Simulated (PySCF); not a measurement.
## How methods differ on the ionisation energy of Pd

Pd [Kr] 4d10 (1S) → Pd⁺ [Kr] 4d9 (2D), as a difference of total energies. All numbers are calculated (PySCF 2.14, scalar relativity through the core potential, in def2-TZVP with the def2 core potential (28 electrons)). Correlated levels: valence: 4s2 4p6 frozen. The calculations carry no spin-orbit coupling.

```csv
method,ionisation energy (eV),error (eV)
UHF,6.281,-2.231
BP86,8.873,+0.361
LDA,9.186,+0.674
MP2 (valence),7.982,-0.530
SCS-MP2 (valence),7.805,-0.707
```

Reference: 8.512 eV (measured; NIST levels, between the centres of gravity of the two terms).

Errors of the correlated levels include the incompleteness of this basis and the frozen core.
